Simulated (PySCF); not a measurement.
**4-chlorobenzonitrile, C7H4ClN**

Molfile (atoms numbered from 1):
```
C7H4ClN
     RDKit          3D

 13 13  0  0  0  0  0  0  0  0999 V2000
    3.3107   -0.7652   -0.3361 N   0  0  0  0  0  0  0  0  0  0  0  0
    2.1817   -0.5379   -0.2017 C   0  0  0  0  0  0  0  0  0  0  0  0
    0.7883   -0.2563   -0.0354 C   0  0  0  0  0  0  0  0  0  0  0  0
    0.3346    1.0713   -0.0491 C   0  0  0  0  0  0  0  0  0  0  0  0
   -1.0165    1.3484    0.1119 C   0  0  0  0  0  0  0  0  0  0  0  0
   -1.9161    0.2957    0.2870 C   0  0  0  0  0  0  0  0  0  0  0  0
   -3.5951    0.6417    0.4870 Cl  0  0  0  0  0  0  0  0  0  0  0  0
   -1.4793   -1.0298    0.3029 C   0  0  0  0  0  0  0  0  0  0  0  0
   -0.1277   -1.3043    0.1416 C   0  0  0  0  0  0  0  0  0  0  0  0
    1.0479    1.8856   -0.1868 H   0  0  0  0  0  0  0  0  0  0  0  0
   -1.3810    2.3765    0.1030 H   0  0  0  0  0  0  0  0  0  0  0  0
   -2.2008   -1.8362    0.4412 H   0  0  0  0  0  0  0  0  0  0  0  0
    0.2263   -2.3366    0.1522 H   0  0  0  0  0  0  0  0  0  0  0  0
  1  2  3  0
  2  3  1  0
  3  4  1  0
  4  5  2  0
  5  6  1  0
  6  7  1  0
  6  8  2  0
  8  9  1  0
  9  3  2  0
  4 10  1  0
  5 11  1  0
  8 12  1  0
  9 13  1  0
M  END
```

Level of theory: quadratic response CAM-B3LYP/aug-cc-pVDZ first hyperpolarisability, Taylor convention, gas phase (PySCF). Geometry: PBE0-D3(BJ)/def2-SVP.

Give the tensor of the second harmonic β(−2ω;ω,ω) at 1907 nm in the axes of these coordinates.

In au, Taylor convention; rows are the first index (the induced dipole):
|  | xx | yy | zz | xy | xz | yz |
| --- | --- | --- | --- | --- | --- | --- |
| x | -360.8 | +9.3 | +7.6 | +84.2 | +45.9 | -11.1 |
| y | +84.0 | -12.3 | -1.2 | +7.9 | -11.0 | -0.6 |
| z | +45.9 | -0.8 | -4.1 | -11.0 | +7.6 | -1.2 |

Norm of βᵢ = ⅓ Σⱼ (βᵢⱼⱼ + βⱼᵢⱼ + βⱼⱼᵢ): 354.3 au, hyper-Rayleigh value 157.1 au.
